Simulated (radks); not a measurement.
Q: All-electron atom: Er55+ in [Ne] 3s2 3p1. Method: scalar-relativistic Kohn-Sham, PBE, spin-polarised, spherical densities, finite nucleus; open shells are filled with parallel spins first (spin-orbit coupling, left out, can overturn this in heavy ions); Fermi nuclear charge, rms radius 5.2516 fm; computed with a radial shooting solver on a logarithmic mesh with Libxc functionals. Some entries of the table are withheld. Estimate them.

| orbital | occ. | eigenvalue (Ry) | <r> (bohr) | r(max) (bohr) |
|---|---|---|---|---|
| 1s up | 1 | -4529.119 | 0.02036 | 0.01286 |
| 1s down | 1 | -4528.860 | 0.02036 | 0.01286 |
| 2s up | 1 | -1005.648 | 0.08528 | (1) |
| 2s down | 1 | -1005.437 | 0.08527 | (2) |
| 2p up | 3 | -926.7064 | 0.07543 | 0.05902 |
| 2p down | 3 | -926.4216 | 0.07543 | 0.05903 |
| 3s up | 1 | -408.5748 | 0.2050 | 0.1949 |
| 3s down | 1 | -407.5362 | 0.2051 | 0.1949 |
| 3p up | 1 | -384.9172 | (3) | 0.1890 |
| 3p down | 0 | -383.8903 | (4) | 0.1890 |

A: 
(1) 2s up r(max) (bohr): 0.07273
(2) 2s down r(max) (bohr): 0.07273
(3) 3p up <r> (bohr): 0.1999
(4) 3p down <r> (bohr): 0.2000
